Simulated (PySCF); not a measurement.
Ne⁺ (neon, charge +1): UHF calculation

Configuration: [He] 2s2 2p5, 2P determinant. Calculation: PySCF 2.14, in def2-SVP (3s2p1d, 14 functions); no relativity, point nucleus.

* Total energy: -127.648288 hartree
* One-electron energy: -174.7840 hartree
* Hartree (Coulomb) energy: 58.7523 hartree
* Exchange energy: -11.6166 hartree
* Kinetic energy: 127.74440 hartree
* ⟨S²⟩: 0.7519
* ⟨L²⟩: 2.005
* Sum of ⟨r⟩: 6.473 bohr
* Sum of ⟨r²⟩: 6.937 bohr²
* Traceless quadrupole moment −½Σ⟨3z² − r²⟩ along its main axis: 0.432 e·bohr²
* Density at the nucleus (Gaussians lack the cusp): 563 bohr⁻³
* Spin density at the nucleus: 0.684 bohr⁻³
* Langevin diamagnetic susceptibility: -5.49 ×10⁻⁶ cm³/mol
* Time after the integrals: 0.08 s of wall time on 1 thread of Neoverse-N1 (shared host)

| shell | electrons | mean orbital energy (hartree) | spread (hartree) | rms radius, mean of both spins (bohr) |
| --- | --- | --- | --- | --- |
| 1s α | 1 | -33.64820 | 0 | 0.183 |
| 1s β | 1 | -33.58424 | 0 | 0.183 |
| 2s α | 1 | -2.70532 | 0 | 0.957 |
| 2s β | 1 | -2.48194 | 0 | 0.957 |
| 2p α | 3 | -1.66066 | 0.13168 | 1.00 |
| 2p β | 2 | -1.55547 | 0 | 1.00 |
